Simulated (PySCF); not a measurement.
A structure optimised at PBE0-D3(BJ)/def2-SVP, used in a PySCF frequency run:

```
Si
N 1 1.7090
H 2 1.0144 1 119.41
H 2 1.0146 3 111.18 1 -145.16
C 1 1.8512 2 111.57 3 166.86
H 5 1.0996 1 110.31 2 -179.14
H 5 1.1000 6 108.99 1 -121.13
H 5 1.1012 6 107.98 7 -118.06
Cl 1 2.0641 2 106.46 3 45.24
Cl 1 2.0811 2 113.60 3 -71.16
```
Charge 0, spin multiplicity 1.

Q: Write its SMILES and formula.

A: C[Si](N)(Cl)Cl, CH5Cl2NSi

Q: What are its rotational constants (standard atomic weights)?

A: 2.5925, 1.8639, 1.5903 GHz
